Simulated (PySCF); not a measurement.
C₂H₅O₂, SMILES [OH+]=COC, charge +1.

Geometry: B3LYP-D3(BJ)/def2-SVP. The isomer is the one that the SMILES or the coordinates give; other isomers of the formula were not compared. One conformer was computed; it need not be the lowest.

Computed with B3LYP/def2-TZVPD (PySCF).

Question: Estimate the frontier levels, gap, dipole moment and polarisability. (The exact figures need the calculation; the answer reports its results.)

Answer: 
| Property | Value |
|---|---|
| highest occupied level | -16.19 eV |
| lowest empty level | -7.83 eV |
| orbital gap | 8.36 eV |
| dipole moment about the centre of nuclear charge | 1.22 D |
| mean static polarisability | 30.6 bohr³ (4.54 Å³) |
| polarisability, principal values | 23.0, 30.5, 38.4 bohr³ |
